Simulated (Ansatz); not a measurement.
A nudged elastic band was laid between two geometries of GeH5NOS (9 atoms, charge 0, multiplicity 1).

Level of theory: RKS B3LYP/def2-mTZVP (Ansatz 0.2.0).

- movable images: 1
- climbing image: no
- spring: 5.0 eV/Å²
- optimiser: quadratic models (default)
- start path: through a guess of the saddle point
- force threshold: 0.03 eV/Å
- iteration limit: 60
- end points: relaxed

Image 0:

```xyz
9
Properties=species:S:1:pos:R:3
N -0.095 0.777 -1.526
Ge 0.378 0.089 0.103
O 0.834 -1.600 -0.273
S -1.314 0.081 1.613
H -0.640 0.145 -2.101
H -0.520 1.697 -1.528
H 1.568 0.861 0.692
H 0.381 -2.230 0.303
H -0.504 0.132 2.699
```

Image 2:

```xyz
9
Properties=species:S:1:pos:R:3
N -0.383 0.999 -1.131
Ge 0.358 -0.058 0.166
O 0.706 -1.691 -0.499
S -1.146 -0.391 1.800
H -1.273 0.669 -1.488
H 0.228 1.221 -1.910
H 1.648 0.616 0.670
H 1.086 -2.304 0.146
H -1.135 0.894 2.230
```

Q: What changes between the two ends?

A: No bond is made or broken. The height of N1 over the plane of its neighbours goes from 0.31 to -0.32 Å.

Q: What energy profile does the band end with?

A: The run converged. The highest image is number 1 of 0 to 2, 0.6 kcal/mol above the first end and 0.4 kcal/mol above the last; the last end lies 0.1 kcal/mol above the first. No image climbed, so the highest image needn't sit at the top of the path. A band with more images between the same ends climbed to 0.08 eV, so this one has probably stepped over the top. So few images can step over the top or miss a turn of the path.

| image | path coordinate (Å) | energy (kcal/mol) | height of N1 over the plane of its neighbours (Å) |
| --- | --- | --- | --- |
| 0 | 0.00 | 0.0 | 0.31 |
| 1 | 1.25 | 0.6 | 0.31 |
| 2 | 2.51 | 0.1 | -0.32 |

Q: What is the geometry of the highest image?

A: 
```xyz
9
Properties=species:S:1:pos:R:3:forces:R:3
N -0.144 0.749 -1.453 0.00 0.00 -0.01
Ge 0.380 -0.055 0.105 0.00 -0.01 0.00
O 0.765 -1.715 -0.426 0.01 0.01 0.00
S -1.162 -0.351 1.745 -0.01 0.00 -0.01
H -0.955 0.337 -1.903 0.01 0.00 0.00
H -0.261 1.756 -1.408 -0.01 -0.01 0.00
H 1.576 0.735 0.668 0.00 0.00 0.00
H 0.814 -2.342 0.308 -0.01 0.00 0.01
H -0.924 0.840 2.347 0.01 0.00 0.01
```

The band took 8 iterations and of the order of 70 core-seconds.

Run time: 36 s on 2 threads of Arm Neoverse V1, with other jobs on the host, peak memory 0.28 GiB.
